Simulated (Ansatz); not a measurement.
Mulliken charges of `O[Si@@H]1[GaH][Si@H]1F` from r2SCAN/def2-TZVPP in Ansatz (PBE0-D4/def2-TZVP geometry).

```csv
atom,x (Å),y (Å),z (Å),charge (e)
O1,1.624,1.408,-1.080,-0.398
Si2,1.015,0.044,-0.383,0.280
Ga3,-1.114,-1.216,-0.617,0.081
Si4,-0.352,-0.288,1.392,0.343
F5,-0.448,0.007,2.968,-0.330
H6,1.056,2.181,-1.069,0.204
H7,2.124,-0.936,-0.518,-0.070
H8,-2.344,-1.787,-1.409,-0.024
H9,-1.471,0.541,0.698,-0.087
```

Question: By hand: the dipole of these point charges (1 e Å = 4.8032 D).

Answer: Σ q r = (-0.174, -0.241, -0.438) e Å, of length 0.529 e Å = 2.54 D.

Question: How does the dipole of the full density compare? (Best estimate.)

Answer: The calculation gave: (-0.171, 0.060, -0.315) e Å, 1.75 D; the point charges give 1.45 times that, at 37° from its direction.

Point charges leave out the atoms' own dipoles, such as those of lone pairs, and Mulliken's split depends on the basis, so the two needn't agree.
